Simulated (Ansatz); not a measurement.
Geometry optimisation, RKS PBE0/cc-pVDZ (Ansatz).

Input:

```yaml
crystal:
  periodic: [false, false, false]
  atoms:
    - { symbol: O, position_ang: [-0.6953, 0.90265, -1.36811] }
    - { symbol: Al, position_ang: [-0.46796, -0.44915, -0.46031] }
    - { symbol: F, position_ang: [-1.21154, -1.87507, -0.87881] }
    - { symbol: B, position_ang: [0.76181, -0.30876, 1.19497] }
    - { symbol: Cl, position_ang: [1.39558, 1.22076, 1.46672] }
    - { symbol: H, position_ang: [-0.85384, 1.65678, -1.91845] }
    - { symbol: H, position_ang: [1.07125, -1.1472, 1.964] }
basis:
  gaussian: { orbitals: cc-pVDZ }
hamiltonian:
  xc: pbe0
relax:
  f_tol: 0.015
  max_steps: 40
output:
  orbitals: {}
```

Run as:

```bash
$ ansatz run input.yaml --threads 1 --pin off --max-ram 2048MiB --backend cpu --events-out ev --progress --plain --runs-dir out
```

Where does it end, and by what steps?

The forces met the threshold. After 17 steps the energy has fallen by 0.359 eV; H6 moved furthest, 0.64 Å.

| step | energy less start (eV) | largest force component (eV/Å) | accepted |
| --- | --- | --- | --- |
| 0 | 0.0000 | 2.039 | yes |
| 1 | -0.1381 | 0.878 | yes |
| 2 | -0.1711 | 0.181 | yes |
| 3 | -0.1679 | 0.282 | no |
| 4 | -0.1811 | 0.169 | yes |
| 5 | -0.1998 | 0.504 | yes |
| 6 | -0.1812 | 2.283 | no |
| 7 | -0.2439 | 0.690 | yes |
| 8 | -0.2799 | 0.867 | yes |
| 9 | -0.3272 | 0.388 | yes |
| 10 | -0.3315 | 1.073 | yes |
| 11 | -0.3491 | 0.354 | yes |
| 12 | -0.3339 | 0.477 | no |
| 13 | -0.3581 | 0.029 | yes |
| 14 | -0.3585 | 0.039 | yes |
| 15 | -0.3585 | 0.026 | yes |
| 16 | -0.3586 | 0.017 | yes |
| 17 | -0.3586 | 0.004 | yes |

```xyz
7
Properties=species:S:1:pos:R:3
O -0.644 1.166 -1.386
Al -0.413 -0.272 -0.469
F -1.190 -1.688 -0.987
B 0.811 -0.294 1.272
Cl 1.638 1.167 1.767
H -1.198 1.177 -2.173
H 0.995 -1.256 1.976
```

Run time: 91 s on 1 thread of Arm Neoverse V1 (shared host), peak memory 0.18 GiB.
